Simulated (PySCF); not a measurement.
**Unknown compound**

Molecular formula: C3H7ClOSi2. Simulated spectra:

¹H NMR (400 MHz, computed): δ 4.17 (m, 2H), 3.44 (t, 3H), 1.73 (t, 2H).

¹³C{¹H} NMR (computed): δ 223.8 (C), 65.4 (C), 14.1 (CH2).

Theoretical values (PySCF 2.14.0 with density-fitted response routines): GFN2-xTB structure, GIAO PBE0/pcSseg-1 shieldings. One conformer, one averaged value for each set of equivalent atoms, non-relativistic, in vacuum.

Chemical shifts δ = σref − σ; ¹H, ¹³C vs TMS, all at this level.

Q: Which of these isomers gave the spectra?
A. O=C=C(Cl)[SiH2]C[SiH3]
B. O=C=C(Cl)C[SiH2][SiH3]
C. O=C(Cl)C=C([SiH3])[SiH3]

A: B. 

- The formula gives 2 degrees of unsaturation (no ring in the answer).
- 3 carbon signals for 3 carbons: no two carbons are equivalent.
- Carbon types of the structure: 2 × C, 1 × CH2, leaving 5 H on heteroatoms.
- δC 223.8: central carbon of a ketene.
- δC 65.4: terminal carbon of a ketene.
- δC 14.1: allylic sp3 CH2 bonded to Si.
- δH 4.17: hydrogen on a silicon bonded to C, Si.
- δH 1.73: hydrogen on an allylic sp3 CH2 bonded to Si; allylic position.

The others: O=C=C(Cl)[SiH2]C[SiH3] has carbons computed at 195.3, 30.5, -14.1; O=C(Cl)C=C([SiH3])[SiH3] has carbons computed at 189.4, 177.8, 155.3, with a different DEPT pattern.

Carbons that carry Cl, above all several Cl atoms, come out too deshielded, partly because spin–orbit coupling is missing. Shifts are as computed. Against solution values, carbons near 30 ppm lie about +3 ppm off and those near 130 ppm about +5 ppm; carbons on Cl a further +6 ppm. Of 1211 compounds with measured shifts, 218 miss one by over three times the rms of a fit or turn the order of signals round; such compounds aren't used in these exercises. Multiplicities follow the n + 1 count of equivalent neighbours, as no J values were calculated; m marks all less simple cases, F and P coupling included.
